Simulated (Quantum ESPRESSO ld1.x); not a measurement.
Q: Te6+, configuration [Kr] 4d9 5s1 (not the ground configuration). All-electron calculation, Dirac Kohn-Sham, PBE, spin-unpolarised, spherical densities, point nucleus; open shells are shared between the two j in proportion to 2j + 1. Program: ld1.x of Quantum ESPRESSO 7.5.

Spin-orbit splittings of the eigenvalues, e(l+1/2) - e(l-1/2), with zeta = 2 splitting/(2l+1) and mean radii in bohr:

| shell | occ. | splitting (eV) | zeta (eV) | <r> j=l-1/2 | <r> j=l+1/2 |
|---|---|---|---|---|---|
| 2p | 6 | 274.5 | 183.0 | 0.1008 | 0.1064 |
| 3p | 6 | 51.21 | 34.14 | 0.3121 | 0.3235 |
| 3d | 10 | 10.71 | 4.286 | 0.2944 | 0.2981 |
| 4p | 6 | 9.966 | 6.644 | 0.7923 | 0.8190 |
| 4d | 9 | ? | ? | 0.9233 | 0.9330 |
| 5p | 0 | 1.844 | 1.229 | 1.894 | 1.944 |

Estimate the 4d splitting.

A: 1.590 eV (zeta = 0.6359 eV).
